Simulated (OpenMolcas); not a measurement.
An atom or ion with 23 electrons was computed by MS-CASPT2, IPEA 0.25 Eh, imaginary shift 0.1 Eh with spin-orbit coupling (OpenMolcas, ANO-RCC-VQZP, DKH2). The lowest levels that the run gave, each within 12 % of the measured value where one is at hand:

| J | Parity | E (cm⁻¹) | g |
| --- | --- | --- | --- |
| 5/2 | even | 0.0 | 2.002 |
| 5/2 | even | 27270 | 0.571 |
| 7/2 | even | 27290 | 0.984 |
| 11/2 | even | 27290 | 1.273 |
| 9/2 | even | 27300 | 1.172 |
| 5/2 | even | 29980 | 1.594 |
| 3/2 | even | 30020 | 1.722 |
| 1/2 | even | 30070 | 2.651 |
| 7/2 | even | 32910 | 1.429 |
| 1/2 | even | 32950 | 0.017 |
| 3/2 | even | 32990 | 1.212 |
| 5/2 | even | 32990 | 1.378 |

Task: Which ion is it, and what are the configurations and terms?

Result: Mn2+ (Z = 25, charge +2; active space 5 electrons in 5 orbitals (3d)). J, parity and g give the terms where levels are pure, and mixed ones are named by the computed weights; the size of the splittings, set against known spectra of the 23-electron sequence, gives the charge. In order, with the measured energies in cm⁻¹ (Corliss and Sugar, J. Phys. Chem. Ref. Data 6, 1253 (1977)): 3d⁵ ⁶S_5/2, 3d⁵ ⁴G_5/2, 3d⁵ ⁴G_7/2 (26860), 3d⁵ ⁴G_11/2 (26824), 3d⁵ ⁴G_9/2, 3d⁵ ⁴P_5/2 (29168), 3d⁵ ⁴P_3/2, 3d⁵ ⁴P_1/2, 3d⁵ ⁴D_7/2 (32307), 3d⁵ ⁴D_1/2 (32369), 3d⁵ ⁴D_3/2, 3d⁵ ⁴D_5/2 (32384).

Term energies are means over components that CASPT2 splits; among the terms shown or strongly mixed into the levels shown the widest spread is 250 cm-1 (3d⁵ ⁴G). Blocks of more than 70 roots (2S+1 = 2 even) ran without multistate coupling. Measured partners are found by configuration, term and J. A level has none where our copy of the source lacks it or the pairing is in doubt (some pairs that miss far off the trend of their configuration count as doubtful), and it then counts in no deviation. Only configurations of the active space appear.
